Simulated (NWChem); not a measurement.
Species: CH4MgSe; SMILES [Mg]([SeH])[CH3]

```xyz
7

Mg     0.0093    -1.1716     0.0001
C      0.0186    -3.2585     0.0002
H     -0.8517    -3.6704    -0.5384
H     -0.0080    -3.6683     1.0241
H      0.9221    -3.6609    -0.4887
Se     0.0340     1.2743     0.0000
H     -1.4403     1.2840    -0.0001
```
Atoms are numbered in this order, from 1.

All runs use the structure optimised with PBE0/def2-SVP.

List the 4 lowest vertical singlet excitations from PBE/def2-SVP, TDA (NWChem).


| state | energy (eV) | oscillator strength | leading excitation (squared amplitude) |
|---|---|---|---|
| S1 | 3.96 | 0.048 | HOMO → LUMO (1.00) |
| S2 | 4.43 | 0.000 | HOMO → LUMO+1 (0.99) |
| S3 | 4.88 | 0.043 | HOMO → LUMO+2 (0.49) |
| S4 | 5.00 | 0.008 | HOMO−1 → LUMO+1 (0.96) |
